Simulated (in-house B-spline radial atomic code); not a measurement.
Configurations of Ga²⁺, with energies counted from [Ar] 3d10 4s1. Level of theory: non-relativistic HSE06, spin-polarised, spherical fractional occupations, point nucleus; calculated with a radial B-spline atomic code at the basis-set limit. Caution: exact exchange at fractional occupations of open shells leaves self-interaction of up to several eV. Shells without spins written out take the highest spin.

Occupations are held fixed; configurations that lie above the ionisation limit could autoionise.

| configuration | E - E(ref) (eV) | highest orbital | its <r> (bohr) |
| --- | --- | --- | --- |
| [Ar] 3d10 5p1 | 19.652 | 5p up | 5.385 |
| [Ar] 3d9 4s1 5s1 | 38.207 | 5s up | 4.448 |
| [Ar] 3d(4 up, 5 down) 4s(0 up, 1 down) 4f(0 up, 1 down) | 44.644 | 4f down | 5.797 |
| [Ne] 3s2 3p5 3d10 4s2 | 100.77 | 4s down | 2.023 |
| [Ne] 3s2 3p5 3d10 4s1 4d1 | 119.73 | 4d up | 3.528 |
| [Ne] 3s2 3p5 3d10 4s1 5p1 | 121.94 | 5p up | 5.165 |

Problem. Order these further configurations by energy, lowest first.
A. [Ne] 3s2 3p5 3d10 4s1 5d1
B. [Ne] 3s2 3p(2 up, 3 down) 3d10 4s(0 up, 1 down) 4f(0 up, 1 down)
C. [Ar] 3d10 4p1
D. [Ar] 3d9 4s1 4p1
E. [Ar] 3d10 5s(0 up, 1 down)

Solution. C (8.4433 eV), E (17.073 eV), D (27.355 eV), A (125.58 eV), B (125.69 eV).

Problem. How far above the reference does [Ar] 3d10 5f(0 up, 1 down) lie?

Solution. 25.601 eV; its least bound orbital is 5f down with <r> = 10.18 bohr.

Problem. How far above the reference does [Ar] 3d10 4f1 lie?

Solution. 23.02 eV; its least bound orbital is 4f up with <r> = 5.951 bohr.
